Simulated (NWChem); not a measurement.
System meant: bromine monochloride (BrCl); SMILES ClBr

NWChem input:

```
start job
memory heap 200 mb stack 900 mb global 1100 mb
geometry units angstroms noautoz
  Cl     0.000000     0.000000     1.451792
  Br     0.000000     0.000000    -0.712717
end
basis spherical
  * library def2-svp
end
dft
  xc b3lyp
  iterations 4
  mulliken
end
task dft energy
```

End of the output:

```
    Atom       Charge   Shell Charges
 -----------   ------   -------------------------------------------------------
    1 Cl  17    17.02   2.00  1.96  1.10  0.85  5.82  2.23  3.03  0.03
    2 Br  35    34.98   2.00  2.00  1.96  1.20  0.78  5.99  5.80  2.41  2.76  7.84  2.04  0.21

 center of mass
 --------------
 x =   0.00000000 y =   0.00000000 z =  -0.09220692

 moments of inertia (a.u.)
 ------------------
         406.976766879946           0.000000000000           0.000000000000
           0.000000000000         406.976766879946           0.000000000000
           0.000000000000           0.000000000000           0.000000000000

     Multipole analysis of the density
     ---------------------------------

     L   x y z        total         alpha         beta         nuclear
     -   - - -        -----         -----         ----         -------
     0   0 0 0     -0.000000    -26.000000    -26.000000     52.000000

     1   1 0 0     -0.000000     -0.000000     -0.000000      0.000000
     1   0 1 0     -0.000000     -0.000000     -0.000000      0.000000
     1   0 0 1     -0.218739     -0.109370     -0.109370     -0.000000

     2   2 0 0    -22.877938    -11.438969    -11.438969      0.000000
     2   1 1 0     -0.000000     -0.000000     -0.000000      0.000000
     2   1 0 1     -0.000000     -0.000000     -0.000000      0.000000
     2   0 2 0    -22.877938    -11.438969    -11.438969      0.000000
     2   0 1 1     -0.000000     -0.000000     -0.000000      0.000000
     2   0 0 2    -20.130588   -105.784721   -105.784721    191.438854

 ------------------------------------------------------------------------
 dft energy failed                                                                                  0
 ------------------------------------------------------------------------
 ------------------------------------------------------------------------
  current input line :
    15: task dft energy
 ------------------------------------------------------------------------
 ------------------------------------------------------------------------
 This type of error is most commonly associated with calculations not reaching convergence criteria
 ------------------------------------------------------------------------
 For more information see the NWChem manual at https://nwchemgit.github.io

0:dft energy failed:Received an Error in Communication
```

Problem. What is wrong, and how is it mended?

Solution. Convergence was not reached. Cause: the SCF was allowed too few iterations. This input runs:
```
start job
memory heap 200 mb stack 900 mb global 1100 mb
geometry units angstroms noautoz
  Cl     0.000000     0.000000     1.451792
  Br     0.000000     0.000000    -0.712717
end
basis spherical
  Cl library def2-svp
  Br library def2-svp
end
dft
  xc b3lyp
  iterations 150
  mulliken
end
task dft energy
```
It converges to -3033.91145 Ha (B3LYP/def2-SVP).
